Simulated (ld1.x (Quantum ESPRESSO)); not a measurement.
# tungsten (W), PAW: configuration errors across variants

* Element: W (Z = 74)
* Generator: ld1.x (Quantum ESPRESSO) 7.5
* Type: PAW
* Functional: LDA (PZ)
* Relativity: scalar-relativistic
* Frozen core: [Kr] 4d10 4f14 5s2
* Valence charge: 12
* Reference configuration: 5p6 5d4 6s1.75 6p0 (charge +0.25)
* Partial waves: 6s (bound): rcut 2.25, rcutus 2.50 bohr; 6s channel at 0.7 Ry: rcut 2.25, rcutus 2.50 bohr; 5p (bound): rcut 1.65, rcutus 2.05 bohr; 6p (bound, empty): rcut 1.65, rcutus 2.05 bohr; 5d (bound): rcut 1.25, rcutus 1.55 bohr; 5d channel at 0.05 Ry: rcut 1.25, rcutus 1.55 bohr
* Local potential: all-electron potential smoothed inside 1.65 bohr (lloc = -2)
* Core correction: a·sin(br)/r model core inside 0.95 bohr
* Augmentation charge: BESSEL, radius 0.90 bohr

All-electron excitation energies from the reference (eV): (1) 5p6 5d4 6s2 6p0 -1.672; (2) 5p6 5d4 6s1 6p0 7.461; (3) 5p6 5d4 6s0 6p0 23.487.

The overlap operator is not positive definite (basis up to 400 Ry) in “local potential all-electron potential smoothed inside 1.06 bohr (lloc = -2)”, “local potential all-electron potential smoothed inside 1.40 bohr (lloc = -2)”. Such files are unfit for use, however small their errors in these radial tests.

A true bound ghost makes a file unfit for plane-wave use even where its test errors are small: the radial tests pick states by their node count and pass the ghost by.

Errors AE − PS in meV (a dash: test not solved or not reliable):

| change | (1) | (2) | (3) | bound ghosts |
| --- | --- | --- | --- | --- |
| base | +0.6 | -3.4 | -3.3 | s |
| local potential all-electron potential smoothed inside 1.06 bohr (lloc = -2) | +0.7 | -2.2 | -3.2 | s (p not tested, overlap not positive) |
| local potential all-electron potential smoothed inside 1.40 bohr (lloc = -2) | +0.6 | -2.4 | -6.0 | s (p not tested, overlap not positive) |
| local potential all-electron potential smoothed inside 2.00 bohr (lloc = -2) | +0.6 | -2.1 | -6.4 | none |
| local potential all-electron potential smoothed inside 2.30 bohr (lloc = -2) | +0.6 | -2.4 | -7.2 | none |
| local potential all-electron potential smoothed inside 2.46 bohr (lloc = -2) | +0.6 | -2.4 | -7.4 | none |
| local potential all-electron potential smoothed inside 2.76 bohr (lloc = -2) | +0.6 | -2.5 | -7.6 | none |

(1) Give the same row for: local potential all-electron potential smoothed inside 1.60 bohr (lloc = -2).

Results:

(1) +0.7, -1.7, +6.1; bound ghosts: s.
